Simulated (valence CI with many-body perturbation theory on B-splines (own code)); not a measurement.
Results of a calculation; reference values are marked as such.
# Run record, Ce XX

Level of theory: configuration interaction combined with many-body perturbation theory (CI+MBPT): three valence electrons over a frozen Dirac-Fock core [Kr], radial functions for each j: 6 s, 6 p, 5 d, 5 f, 1 g, with the one-electron correlation potential Σ1 (screened to all orders), the two-electron term Σ2, the three-electron term Σ3, Breit, model QED; selected single and double excitations, second order for the rest, scaled by the run's own slope (own B-spline code, finite nucleus).

Command, and the settings that its task file holds:

```sh
python run_cv.py task.json out
```

```
atom Ce  Z=58  mass_number=140  rms_radius_fm=4.8771
core [Kr]
valence 4d3
avg = 1
basis = S
breit = 1
cap = 10000
capref = 1200
cscale = 1
de = 0.0
dress = 0
eps = 2e-08
extrap = 1
h = 0.27
hh = 1
l2 = 3
lcore = 6
maxit = 1
n2 = 5
natural = 1
nlev = 21
nno = [3, 3, 3, 3, 1]
nroot = 26
nsp = [3, 3, 2, 2, 0]
pt2 = 1
qed = 1
rpa = 1
s1 = 1
s2 = 1
s3 = 1
screen = 1
tol = 2e-05
whole = 1
```

It took 36 s on 1 thread of Arm Neoverse V2, with other jobs on the host.

Log. The first blocks belong to the next ion, which gives the ionisation energy. Fields: 2J, parity (1 odd), roots, reference size, generating configurations, candidates as configurations/state functions, variational space P, stored matrix elements, Davidson steps; e2 is the range of second-order energies in hartree. The first line gives the box (bohr), its intervals, the orbitals and the steps of their self-consistent field. Window is the range of levels sought, series limit the energy at which the first omitted orbital would enter, core excitation an estimate of the first excitation out of the core, left out the lowest levels not solved, and shifts from estimates the range by which levels moved from their first estimate, all in cm⁻¹.

```
rmax 7.5 intervals 61 orbitals 40 references ['4d3', '4d2 4f', '4d2 5s', '4d2 5p'] scf 4 t 1.4
2J=4 par=0 roots 2 ref 42 generators 3 cand 261/261 P 303/303 nnz 0 it 0
2J=4 par=0 roots 2 ref 42 generators 8 cand 25/25 P 328/328 nnz 0 it 0
   second order: generators 11 cand 7/7 e2 -0.00000 -0.00000
2J=6 par=0 roots 2 ref 32 generators 3 cand 226/226 P 258/258 nnz 0 it 0
2J=6 par=0 roots 2 ref 32 generators 10 cand 17/17 P 275/275 nnz 0 it 0
   second order: generators 16 cand 7/7 e2 -0.00000 -0.00000
2J=0 par=0 roots 2 ref 17 generators 4 cand 104/104 P 121/121 nnz 0 it 0
2J=0 par=0 roots 2 ref 17 generators 6 cand 4/4 P 125/125 nnz 0 it 0
   second order: generators 11 cand 0/0 e2 -0.00000 -0.00000
reference levels 455, estimated 19, window 161395 1/cm; series limit 2592960, core excitation 772713
2J=3 par=0 roots 5 ref 38 generators 9 cand 126/309 P 739/1807 nnz 0 it 1
2J=3 par=0 roots 5 ref 38 generators 10 cand 172/518 P 911/2325 nnz 0 it 1
   second order: generators 15 cand 1074/2364 e2 -0.00001 -0.00000
2J=5 par=0 roots 5 ref 44 generators 4 cand 117/324 P 729/2064 nnz 0 it 1
2J=5 par=0 roots 5 ref 44 generators 8 cand 158/588 P 887/2652 nnz 1.6e+06 it 1
   second order: generators 13 cand 1240/3265 e2 -0.00001 -0.00000
2J=7 par=0 roots 3 ref 38 generators 3 cand 117/296 P 659/1844 nnz 0 it 1
2J=7 par=0 roots 3 ref 38 generators 6 cand 109/361 P 768/2205 nnz 0 it 1
   second order: generators 11 cand 1352/3878 e2 -0.00001 -0.00000
2J=9 par=0 roots 3 ref 31 generators 4 cand 106/262 P 600/1482 nnz 0 it 1
2J=9 par=0 roots 3 ref 31 generators 8 cand 70/206 P 670/1688 nnz 0 it 1
   second order: generators 12 cand 1311/3655 e2 -0.00001 -0.00000
2J=1 par=0 roots 2 ref 21 generators 4 cand 107/168 P 625/990 nnz 0 it 0
2J=1 par=0 roots 2 ref 21 generators 6 cand 175/307 P 800/1297 nnz 0 it 0
   second order: generators 9 cand 851/1287 e2 -0.00000 -0.00000
2J=11 par=0 roots 1 ref 19 generators 1 cand 58/128 P 440/936 nnz 0 it 0
2J=11 par=0 roots 1 ref 19 generators 4 cand 43/118 P 483/1054 nnz 0 it 0
   second order: generators 7 cand 1191/2956 e2 -0.00001 -0.00001
left out: unestimated 945117, estimated none, shifts from estimates -18 to 23
operators 2.9
```

The Davidson iterations stopped at their limit. The settings are bad on purpose, so the numbers may not be properties of the ion.

No measured spectrum was set against this ion. As an estimate, terms of the open shell hold to 2 to 4 % of their energy, and close levels can change places. Only levels of the ground parity were solved; by the run's estimate the other parity begins above the list, which can be wrong where configurations are misplaced.

- Valence energy: -63.95614 hartree
- Ionisation energy: 544.21 eV (NIST: 543 ± 4 eV (theoretical))
- Reference configurations for the orbitals: 4d3, 4d2 4f, 4d2 5s, 4d2 5p
- Radial orbitals: 40
- Box radius: 7.466 bohr
- Largest variational space: 2652
- Lowest levels: 4d3 4F_3/2 0.0, 4d3 4F_5/2 20975, 4d3 4F_7/2 34934, 4d3 4P_3/2 39010, 4d3 4F_9/2 41748, 4d3 4P_1/2 45586, 4d3 2G_7/2 65012, 4d3 2H_9/2 68137, 4d3 4P_5/2 68307, 4d3 2D_3/2 [a] 78779, 4d3 2P_1/2 83407, 4d3 2H_11/2 87853, 4d3 2D_5/2 [a] 95241, 4d3 2F_5/2 103500 cm⁻¹

Names give the largest LS component (configuration and term), which can be under half, so a name can repeat, a term be missing and a line seem to break the LS rules; names also repeat where a configuration has a term twice. Letters in brackets count levels of one name in rising energy.
